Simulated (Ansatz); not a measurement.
Mulliken charges of C$_{3}$H$_{3}$FO$_{2}$Zn (`[F][Zn-]1[O]C=CC=[O+]1`) from r2SCAN/def2-TZVPP in Ansatz (PBE0-D4/def2-TZVP geometry).

| atom | x (Å) | y (Å) | z (Å) | charge (e) |
| --- | --- | --- | --- | --- |
| F1 | 2.108 | -2.592 | 1.676 | -0.519 |
| Zn2 | 1.112 | -1.365 | 0.881 | 0.758 |
| O3 | -0.545 | -1.499 | -0.105 | -0.429 |
| C4 | -1.107 | -0.483 | -0.604 | 0.318 |
| C5 | -0.677 | 0.839 | -0.547 | -0.255 |
| C6 | 0.485 | 1.261 | 0.094 | 0.318 |
| O7 | 1.325 | 0.549 | 0.715 | -0.429 |
| H8 | -2.043 | -0.682 | -1.141 | 0.075 |
| H9 | -1.285 | 1.589 | -1.033 | 0.088 |
| H10 | 0.711 | 2.334 | 0.066 | 0.075 |

Q: By hand: the dipole of these point charges (1 e Å = 4.8032 D).

A: Σ q r = (-0.824, 1.015, -0.658) e Å, of length 1.464 e Å = 7.03 D.

Q: How does the dipole of the full density compare? (An estimate is asked.)

A: Ansatz gave: (-0.619, 0.763, -0.494) e Å, 5.28 D; the point charges give 1.33 times that, at 0° from its direction.

Point charges leave out the atoms' own dipoles, such as those of lone pairs, and Mulliken's split depends on the basis, so the two needn't agree.
